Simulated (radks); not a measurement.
The numbers below are computed, except where a source is named.
Effect of the nuclear size on neutral gallium, [Ar] 3d10 4s2 4p1. Code: a radial shooting solver on a logarithmic mesh with Libxc functionals. Model: Dirac Kohn-Sham, PBE, spin-unpolarised, spherical densities, finite nucleus; open shells are shared between the two j in proportion to 2j + 1; Fermi nuclear charge, rms radius 3.9973 fm. The rms radius is varied about that value; shifts are against it.

rms radius (fm)  total energy shift (eV)  density at nucleus (e/bohr^3)  1s1/2 shift (meV)  2s1/2 shift (meV)  3s1/2 shift (meV)  3p1/2 shift (meV)
3.4816                           -0.0682                      2.848e+04              -29.0              -2.79             -0.411              0.041
3.7055                           -0.0397                      2.838e+04              -16.8              -1.63             -0.239              0.024
3.9973                                 0                      2.825e+04              0.000              0.000              0.000              0.000
4.1852                            0.0270                      2.817e+04               11.5               1.11              0.163             -0.016
4.9327                             0.146                       2.79e+04               62.1               5.99              0.880             -0.087

Slopes of the eigenvalues against <r^2> in GHz/fm^2, as finite differences over the two radii next to the reference (eigenvalue slopes, not the field-shift constants of lines): 1s1/2 1810, 2s1/2 175, 3s1/2 25.7, 3p1/2 -2.55.
